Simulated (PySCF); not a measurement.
C₆ coefficients of unlike pairs at r2SCANh

Calculated with PySCF 2.14 from the dipole response of each species, C₆(A,B) = (3/π) ∫ α_A(iu) α_B(iu) du, in atomic units, from isotropic polarisabilities. For ions this is the dispersion term alone; charge-induced terms of lower order in 1/R come first.

```tsv
species	configuration	basis	relativity	α (bohr³)	C₆ (like pair)
F⁺	[He] 2s2 2p4 (3P)	x2c-QZVPPall with one added diffuse shell each of s, p, d, f type (8s5p4d3f1g)	spin-free X2C	1.823	3.435
In³⁺	[Kr] 4d10 (1S)	aug-cc-pVTZ-PP with ECP28MDF (6s5p4d2f)	core potential	2.581	6.860
Ar	[Ar] (1S)	def2-TZVPPD (6s6p4d1f)	none	11.31	67.72
```

(1) Estimate C₆ for Ar with In³⁺.

No spin-orbit coupling is included.

The other pairs:

| pair | C₆ |
| --- | --- |
| Ar, F⁺ | 14.45 |
| In³⁺, F⁺ | 4.851 |

## Answers

(1) The integral gives 20.53. The combination rule 2 C_A C_B / (C_A α_B/α_A + C_B α_A/α_B) gives 20.41 and the geometric mean 21.55.
